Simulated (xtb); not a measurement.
C4H12Ge, triplet, at the geometry of the source list (a higher spin typed on purpose: for a closed-shell molecule this is an excited state); GFN2-xTB with ALPB(ether) (xtb).

Input for xtb:
```
$ xtb mol.xyz --gfn 2 --uhf 2 --alpb ether --json

# file mol.xyz
17

Ge     1.85720000     0.92320000    -0.02010000
C      0.55550000    -0.11330000     1.04580000
C     -0.77790000    -0.43900000     0.37320000
C     -0.59960000    -1.50680000    -0.70060000
C     -1.40340000     0.81520000    -0.22470000
H      3.17210000     0.94820000     0.69370000
H      2.12600000     0.36860000    -1.38440000
H      1.44780000     2.34930000    -0.20180000
H      0.36660000     0.46060000     1.95700000
H      1.03610000    -1.04230000     1.36100000
H     -1.45630000    -0.83560000     1.14090000
H      0.12200000    -1.17200000    -1.44360000
H     -1.54410000    -1.70630000    -1.20110000
H     -0.23900000    -2.43650000    -0.26390000
H     -0.82780000     1.13540000    -1.09430000
H     -1.40790000     1.62390000     0.50350000
H     -2.42730000     0.62740000    -0.54060000
```

Output, abridged:

```
   ID    Z sym.   atoms
    1   32 Ge     1
    2    6 C      2-5
    3    1 H      6-17

           -------------------------------------------------
          |                Calculation Setup                |
           -------------------------------------------------

           -------------------------------------------------
          |                 G F N 2 - x T B                 |
           -------------------------------------------------

      * Solvation model:               ALPB
        Solvent                        ether
        Parameter file                 internal GFN2-xTB/ALPB
        Dielectric constant                4.3300E+00
        Reference state                gsolv [1 M gas/solution]
        Free energy shift                  4.9534E-03 Eh       3.1083E+00 kcal/mol
        Temperature                        2.9815E+02 K
        Density                            7.1300E-01 kg/L
        Solvent mass                       7.4120E+01 g/mol
        Interaction kernel             P16
        Born radius scaling (c1)           1.5847E+00
        Born radii integrator          GBOBC
        Born offset                        0.0000E+00 a0       0.0000E+00 AA
        H-bond correction              true
        Ion screening                  false
        Surface tension                    1.0000E-05 Eh       1.5569E+01 dyn/cm
        Grid points                               230 per atom

          ...................................................
          :                      SETUP                      :
          :.................................................:
          :  # basis functions                  38          :
          :  # atomic orbitals                  37          :
          :  # shells                           23          :
          :  # electrons                        32          :
          :  max. iterations                   250          :
          :  Hamiltonian                  GFN2-xTB          :
          :  restarted?                      false          :
          :  GBSA solvation                   true          :
          :  PC potential                    false          :
          :  electronic temp.          300.0000000     K    :
          :  accuracy                    1.0000000          :
          :  -> integral cutoff          0.2500000E+02      :
          :  -> integral neglect         0.1000000E-07      :
          :  -> SCF convergence          0.1000000E-05 Eh   :
[...]
         :: total energy             -16.298716536487 Eh    ::
[...]
 Mol. α(0) /au        :         81.375158

Wiberg/Mayer (AO) data.
largest (>0.10) Wiberg bond orders for each atom

 ---------------------------------------------------------------------------
     #   Z sym  total        # sym  WBO       # sym  WBO       # sym  WBO
 ---------------------------------------------------------------------------
     1  32 Ge   3.044 --     8 H    0.829     6 H    0.827     7 H    0.821
                             2 C    0.408
     2   6 C    3.608 --     3 C    1.072    10 H    0.969     9 H    0.966
                             1 Ge   0.408
     3   6 C    3.981 --     2 C    1.072     4 C    1.011     5 C    0.996
                            11 H    0.860
     4   6 C    3.993 --     3 C    1.011    14 H    0.985    13 H    0.983
                            12 H    0.953
     5   6 C    3.988 --     3 C    0.996    16 H    0.985    17 H    0.983
                            15 H    0.939
     6   1 H    0.959 --     1 Ge   0.827
     7   1 H    0.974 --     1 Ge   0.821
     8   1 H    0.957 --     1 Ge   0.829
     9   1 H    0.996 --     2 C    0.966
    10   1 H    0.997 --     2 C    0.969
    11   1 H    0.974 --     3 C    0.860
    12   1 H    0.995 --     4 C    0.953
    13   1 H    0.998 --     4 C    0.983
    14   1 H    0.999 --     4 C    0.985
    15   1 H    0.994 --     5 C    0.939
    16   1 H    0.999 --     5 C    0.985
    17   1 H    0.998 --     5 C    0.983
 ---------------------------------------------------------------------------

Topologies differ in total number of bonds
Writing topology from bond orders to xtbtopo.mol

molecular dipole:
                 x           y           z       tot (Debye)
 q only:       -0.841      -0.461       0.078
   full:       -1.468      -1.054       0.831       5.055
molecular quadrupole (traceless):
                xx          xy          yy          xz          yz          zz
 q only:       -1.995      -1.681       0.220      -0.128      -0.087       1.775
  q+dip:       -5.159      -6.226       0.011       3.418       1.687       5.148
   full:       -5.548      -5.938       0.618       2.379       1.392       4.930

           -------------------------------------------------
          | TOTAL ENERGY              -16.298716536487 Eh   |
          | GRADIENT NORM               0.231373247868 Eh/α |
          | HOMO-LUMO GAP               0.529098710000 eV   |
           -------------------------------------------------

normal termination of xtb
```
